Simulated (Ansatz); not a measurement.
Geometry optimisation, RKS PBE0-D4/STO-3G (Ansatz).

Input:

```yaml
crystal:
  periodic: [false, false, false]
  atoms:
    - { symbol: C, position_ang: [0.5427, -2.3895, -0.8567] }
    - { symbol: Si, position_ang: [0.7132, -1.1133, 0.4932] }
    - { symbol: C, position_ang: [-0.3521, 0.486, 0.2208] }
    - { symbol: C, position_ang: [0.0277, 1.1713, -1.123] }
    - { symbol: C, position_ang: [-0.1092, 1.4962, 1.3515] }
    - { symbol: S, position_ang: [-2.0881, -0.0318, 0.2652] }
    - { symbol: H, position_ang: [0.7861, -1.9133, -1.8355] }
    - { symbol: H, position_ang: [1.1704, -3.2023, -0.7143] }
    - { symbol: H, position_ang: [-0.5361, -2.679, -0.8857] }
    - { symbol: H, position_ang: [2.152, -0.7152, 0.574] }
    - { symbol: H, position_ang: [0.3807, -1.7269, 1.8287] }
    - { symbol: H, position_ang: [1.0197, 1.4884, -1.1765] }
    - { symbol: H, position_ang: [-0.7147, 2.0821, -1.2717] }
    - { symbol: H, position_ang: [-0.2636, 0.5026, -1.9491] }
    - { symbol: H, position_ang: [-0.7403, 2.3773, 1.2388] }
    - { symbol: H, position_ang: [-0.3309, 1.1139, 2.374] }
    - { symbol: H, position_ang: [0.9416, 1.8762, 1.3991] }
    - { symbol: H, position_ang: [-2.6367, 1.1886, 0.119] }
basis:
  gaussian: { orbitals: STO-3G }
hamiltonian:
  xc: pbe0
  dispersion: d4
relax:
  f_tol: 0.015
  max_steps: 40
```

Run as:

```bash
$ ansatz run input.yaml --threads 1 --pin off --max-ram 2048MiB --backend cpu --events-out ev --progress --plain --runs-dir out
```

Q: Where does it end, and by what steps?

A: It converged. Limits of this set-up: minimal basis. After 6 steps the energy has fallen by 0.583 eV; H10 moved furthest, 0.14 Å.

```tsv
step	energy less start (eV)	largest force component (eV/Å)	accepted
0	0.0000	5.700	yes
1	-0.5473	0.544	yes
2	-0.5787	0.147	yes
3	-0.5824	0.044	yes
4	-0.5828	0.015	yes
5	-0.5833	0.017	yes
6	-0.5835	0.006	yes
```

```xyz
18
Properties=species:S:1:pos:R:3
C 0.480 -2.317 -0.843
Si 0.755 -1.048 0.498
C -0.355 0.467 0.240
C -0.015 1.153 -1.113
C -0.112 1.486 1.390
S -2.096 -0.103 0.249
H 0.764 -1.926 -1.825
H 1.075 -3.217 -0.660
H -0.571 -2.615 -0.894
H 2.131 -0.608 0.487
H 0.466 -1.626 1.790
H 1.036 1.472 -1.137
H -0.639 2.046 -1.264
H -0.188 0.474 -1.958
H -0.740 2.378 1.259
H -0.348 1.045 2.368
H 0.937 1.814 1.405
H -2.617 1.135 0.061
```

The run took 39 s on 1 thread of Arm Neoverse V1, on a shared host, peak memory 0.14 GiB.
